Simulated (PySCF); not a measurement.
Compound: C₃H₈N₂Si.
Cartesian coordinates in Å at the GFN2-xTB level; atoms count from 1:
```
atom  x, y, z in Å
C1     1.003    1.131    0.559
C2     0.789   -0.111   -0.310
C3     1.758   -1.107    0.024
N4     2.518   -1.912    0.317
Si5   -0.959   -0.887   -0.114
N6    -2.037    0.341   -0.656
H7     0.835    0.899    1.609
H8     0.315    1.921    0.262
H9     2.020    1.507    0.452
H10    0.939    0.154   -1.362
H11   -1.101   -1.321    1.283
H12   -1.120   -2.003   -1.041
H13   -3.010    0.109   -0.764
H14   -1.951    1.278   -0.298
```

Computed with TDDFT wB97X-D/def2-SVPD, vertical, gas phase, core orbitals frozen in the response (PySCF).

Kohn–Sham orbitals with the atoms that hold most of them (Löwdin shares over 4%, at most four atoms; ? is withheld):

```csv
orbital,ε (eV),atoms
LUMO+2,2.58,"Si5 31%, N4 17%, C3 12%, H11 9%"
LUMO+1,2.12,"Si5 20%, C3 14%, C1 12%, C2 10%"
LUMO,1.60,?
HOMO,?,?
HOMO-1,-10.49,"N4 26%, C2 18%, C3 17%, Si5 12%"
HOMO-2,-11.19,"N4 44%, C3 32%, C2 10%, C1 7%"
HOMO-3,-12.00,"N4 50%, C3 16%, Si5 8%, H12 8%"
```

(1) Which atoms hold the LUMO, and with what shares?

(2) Which atoms hold the HOMO, and with what shares?

(3) What is the HOMO energy, and the HOMO–LUMO gap?

Answers

(1) Si5 (bonded to C, N and 2 H) 28%; N6 (bonded to Si and 2 H) 12%; H14 (bonded to N) 10%; H13 (bonded to N) 10%. By element: silicon 28%, hydrogen 21% or more, nitrogen 12% or more.

(2) N6 (bonded to Si and 2 H) 56%; Si5 (bonded to C, N and 2 H) 14%; H11 (bonded to Si) 9%; H13 (bonded to N) 5%. By element: nitrogen 56% or more, hydrogen 14% or more, silicon 14%.

(3) ε(HOMO) = -9.81 eV; the gap is 11.41 eV (0.4192 hartree).

**Question.** How does S1 compare with the orbital gap of 11.41 eV?

**Answer.** S1 is at 6.70 eV (f = 0.023), 4.71 eV below the gap, made of HOMO→LUMO (88%). 

Next come S2 at 7.49 eV (f 0.0075), HOMO→LUMO+1 (47%), HOMO-1→LUMO+3 (11%), HOMO-1→LUMO (9%); S3 at 7.55 eV (f 0.0065), HOMO→LUMO+3 (20%), HOMO→LUMO+1 (20%), HOMO-1→LUMO+3 (11%); S4 at 7.82 eV (f 0.0086), HOMO-1→LUMO (23%), HOMO-1→LUMO+2 (21%), HOMO→LUMO+2 (13%); S5 at 8.09 eV (f 0.0045), HOMO-2→LUMO+2 (42%), HOMO-2→LUMO (15%), HOMO-2→LUMO+5 (9%).

Time: 57 s; peak memory 0.82 GiB. Hardware: one thread of an Arm Neoverse N1, no GPU, on a shared host.

One conformer stands for the species.
